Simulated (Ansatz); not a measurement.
`C[Si](C)(C)[O][Sn]([F])([F])[F]`, 18 atoms. Charge 0, multiplicity 1. Correlated methods include outer-core shells of Sn, which these sets cover unevenly. Sn: def2 effective core potential. Hardware: A = 4 threads of an AMD EPYC 7R13 on a shared host and a share of an NVIDIA H100 80 GB; B = 4 threads of an AMD EPYC 7R13 on a shared host. Correlated methods freeze the cores.

**Question.** Give the basis size and wall time and peak host memory of each of these runs in Ansatz. RKS SPW92 (LDA)/def2-TZVPP energy [A]; RKS PBE0-D4/def2-SVP energy [B]; RHF-MP2/def2-QZVPP energy [A]; RKS PBE0-D4/def2-QZVPP energy [A]; RHF-CCSD(T)/def2-TZVPP energy [A]; RKS PBE0-D4/def2-TZVP relaxation (9 steps) [A]; RHF-CCSD(T)/def2-SVP energy [A]; RKS ωB97M-V/def2-SVP energy [B]; RKS ωB97M-V/def2-QZVPP energy [A]; RKS r2SCAN0-D4/def2-TZVPP energy [A]; RKS BHLYP-D4/def2-TZVPP energy [A]; RKS ωB97X-V/def2-TZVPP energy [A]. (Best estimate.)

**Answer.** Ansatz gave: Other jobs shared the machine, so times are rough.

| level | job | functions | wall time | peak host memory (GiB) |
| --- | --- | --- | --- | --- |
| RKS SPW92 (LDA)/def2-TZVPP | energy [A] | 435 | 3 s | 0.95 |
| RKS PBE0-D4/def2-SVP | energy [B] | 187 | 4.7 s | 0.7 |
| RKS BHLYP-D4/def2-TZVPP | energy [A] | 435 | 6 s | 0.97 |
| RHF-CCSD(T)/def2-SVP | energy [A] | 187 | 6.5 s | 0.84 |
| RKS r2SCAN0-D4/def2-TZVPP | energy [A] | 435 | 6.5 s | 1 |
| RKS ωB97X-V/def2-TZVPP | energy [A] | 435 | 7 s | 1.1 |
| RHF-MP2/def2-QZVPP | energy [A] | 821 | 7.5 s | 1.5 |
| RKS PBE0-D4/def2-QZVPP | energy [A] | 821 | 8.5 s | 1.4 |
| RKS ωB97M-V/def2-SVP | energy [B] | 187 | 14 s | 1 |
| RKS ωB97M-V/def2-QZVPP | energy [A] | 821 | 15 s | 1.6 |
| RKS PBE0-D4/def2-TZVP | relaxation (9 steps) [A] | 358 | 37 s | 1.1 |
| RHF-CCSD(T)/def2-TZVPP | energy [A] | 435 | 41 s | 0.94 |
